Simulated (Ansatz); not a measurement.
(CuH)3 ring (Cu₃H₃), 6 atoms. Hardware: 4 threads of Intel Xeon on a shared host.

Correlated methods freeze 27 core orbitals.

Problem. How many basis functions does each of these Ansatz runs have, and roughly what does it cost? CCSD(T)/def2-TZVP, charge 1 doublet at the geometry of the charge 0 singlet, energy, from earlier orbitals; BLYP-D4/def2-TZVP, charge 0 singlet, energy, from earlier orbitals; PBE-D4/def2-SVP, charge 0 singlet, energy, from earlier orbitals; revPBE-D4/def2-TZVP, charge 0 singlet, energy, from earlier orbitals; PBE0-D4/def2-SVP, charge 0 singlet, energy with a search over starts; r2SCAN-D4/def2-TZVP, charge 0 triplet at the geometry of the charge 0 singlet, energy, from earlier orbitals; PBE-D4/def2-TZVP, charge 0 triplet at the geometry of the charge 0 singlet, energy, from earlier orbitals; PBE-D4/def2-SVP, charge 0 singlet, frequencies; PBE0-D4/def2-TZVPD, charge -1 doublet at the geometry of the charge 0 singlet, energy, from earlier orbitals; PBE0-D4/def2-TZVP, charge 0 triplet at the geometry of the charge 0 singlet, energy; r2SCAN-D4/def2-TZVP, charge 1 doublet at the geometry of the charge 0 singlet, energy, from earlier orbitals; r2SCAN-D4/def2-TZVPD, charge -1 doublet at the geometry of the charge 0 singlet, energy, from earlier orbitals.

Solution. Other jobs shared the machine, so times can vary by a factor of up to 3. A dash marks memory too small to be measured apart from the calling script's.

| run | functions | fitting or Cholesky vectors | wall time | peak host memory (GiB) |
| --- | --- | --- | --- | --- |
| PBE-D4/def2-SVP, charge 0 singlet, energy, from earlier orbitals | 108 | 1326 | 2.9 s | – |
| revPBE-D4/def2-TZVP, charge 0 singlet, energy, from earlier orbitals | 153 | 1491 | 3.5 s | – |
| BLYP-D4/def2-TZVP, charge 0 singlet, energy, from earlier orbitals | 153 | 1491 | 3.9 s | – |
| PBE0-D4/def2-SVP, charge 0 singlet, energy with a search over starts | 108 | 1203 | 5.5 s | – |
| PBE-D4/def2-TZVP, charge 0 triplet at the geometry of the charge 0 singlet, energy, from earlier orbitals | 153 | 1491 | 28 s | – |
| PBE0-D4/def2-TZVPD, charge -1 doublet at the geometry of the charge 0 singlet, energy, from earlier orbitals | 171 | 1662 | 31 s | 0.85 |
| r2SCAN-D4/def2-TZVP, charge 1 doublet at the geometry of the charge 0 singlet, energy, from earlier orbitals | 153 | 1491 | 34 s | 0.55 |
| PBE0-D4/def2-TZVP, charge 0 triplet at the geometry of the charge 0 singlet, energy | 153 | 1563 | 43 s | 0.84 |
| r2SCAN-D4/def2-TZVP, charge 0 triplet at the geometry of the charge 0 singlet, energy, from earlier orbitals | 153 | 1491 | 47 s | 0.57 |
| r2SCAN-D4/def2-TZVPD, charge -1 doublet at the geometry of the charge 0 singlet, energy, from earlier orbitals | 171 | 1560 | 49 s | 0.66 |
| PBE-D4/def2-SVP, charge 0 singlet, frequencies | 108 | 1326 | 97 s | – |
| CCSD(T)/def2-TZVP, charge 1 doublet at the geometry of the charge 0 singlet, energy, from earlier orbitals | 153 | 1563 | 3.2 min | 2.5 |
